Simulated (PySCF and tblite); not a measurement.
Values are calculated unless marked as measured or tabulated.
System: C₅H₄OSe, numbered as in [O:1]=[CH:2][c:3]1[cH:4][cH:5][se:6][cH:7]1.

Motion: rotation about the C3–C2 bond (torsion C4–C3–C2–O1 from -180° to 0°, rising). GFN2-xTB gives an electronic barrier of 6.5 kcal/mol and a reaction energy of 0.3 kcal/mol.

Spin–orbit effects of heavy atoms on shieldings are missing.

(1) What does PBE/pcSseg-1 + D3(BJ), IEF-PCM cyclohexane give on GFN2-xTB geometries?

Programs: tblite and PySCF.

Results:

(1) A barrier of 10.0 kcal/mol, 3.5 above the tight-binding barrier (from unrounded values), a reaction energy of -0.9 kcal/mol and, with GFN2-xTB thermal terms, ΔG‡(298 K) = 9.9 kcal/mol and k = 6.9×10⁵ s⁻¹ (2 equivalent paths).
